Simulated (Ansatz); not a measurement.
The cluster RuBr3, relaxed as a doublet with UKS r2SCAN-D4/def2-SVP in Ansatz, starting from the GFN1-xTB geometry. Force threshold 0.02 eV/Å.

In the def2 sets Ru takes a core potential; there is no spin–orbit coupling. The charge 0 doublet is spin-contaminated (final ⟨S²⟩ up to 2.26, 0.75 for a pure state). In the doublet, Br2 and Br3 lie 2.73 Å apart (atoms count from 1), so these atoms are partly bonded to each other. Another isomer (quartet) lies 2.60 eV lower at PBE0-D4/def2-TZVP; other spin states weren't run for this one.

Start:

Cartesian coordinates in Å:
```
Ru 0.0055 0.7560 -0.6616
Br -0.9479 -0.8160 0.8230
Br 0.4664 -2.3897 2.0363
Br 0.4759 2.4497 -2.1978
```

(1) Estimate the energy that the relaxation releases and the steps that it takes.

(2) Does the start keep its bonding and symmetry?

(3) Predict the relaxed structure.

Results:

(1) 14.2 kJ/mol, in 11 steps; 3.8 min on 4 threads of Arm Neoverse V1 on a shared host. The force fell under the threshold at step 5, but the optimiser went on and released 0.003 eV more. No frequencies were taken in this run, so the end may be a saddle point.

(2) By distances, no bond broke or formed. The bond that changes most is Br2–Br3, from 2.44 to 2.73 Å (atoms count from 1). Point group Cs at the start, Cs at the end, both within 0.05 Å.

(3) 
```xyz
4

Ru   -0.129    0.744   -0.635
Br   -1.198   -0.770    0.812
Br    0.689   -2.356    1.981
Br    0.638    2.383   -2.158
```
Bond lengths: 2 × Br–Ru 2.35 to 2.36 Å; 1 × Br–Br 2.73 Å.
